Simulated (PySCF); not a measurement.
A structure optimised at PBE0-D3(BJ)/def2-SVP (Å):
```
Si
C   1  1.8897
S   2  1.8351  1  112.05
Si  3  2.1466  2  101.23  1   -74.85
Se  4  2.2734  3  107.76  2  -151.71
H   1  1.4969  2  110.62  3  -179.27
H   1  1.4913  2  109.79  3   -58.05
H   1  1.4953  2  108.58  3    61.30
H   2  1.1016  1  110.40  3   117.08
H   2  1.1022  1  111.75  3  -124.14
H   4  1.4952  3  106.96  2   -29.19
H   4  1.4911  3  115.32  2    92.83
H   5  1.4723  4   92.47  3    54.40
```
Z-matrix in Å and degrees, rows numbered from 1.

Neutral, closed shell.

Question: Which heavy atoms are bonded, and with what formal order?

Answer: Si1–C2 (single); C2–S3 (single); S3–Si4 (single); Si4–Se5 (single). Hydrogens: H6, H7, H8 on Si1; H9, H10 on C2; H11, H12 on Si4; H13 on Se5.

Question: Write the SMILES.

Answer: `[SiH3]CS[SiH2][SeH]`, CH8SSeSi2. Among its features: Si–H bond and C–Si bond.

Question: Name the point group.

Answer: C1 (no symmetry element, even within 0.4 Å).

Question: Describe the place of each heavy atom.

Answer: Si1: SiH3 silicon; C2: sp3 carbon bound to sulfur; S3: sulfur bonded to C and Si; Si4: SiH2 silicon; Se5: selenium bonded to Si and H.

Question: What is the arrangement about Si1?

Answer: It has 4 neighbours (C2, H6, H7, H8) and is tetrahedral (angles from 108.6° to 110.6°).

Question: What is the arrangement about Se5?

Answer: It has 2 neighbours (Si4, H13) and is bent (angle 92.5°).

These are computed values.
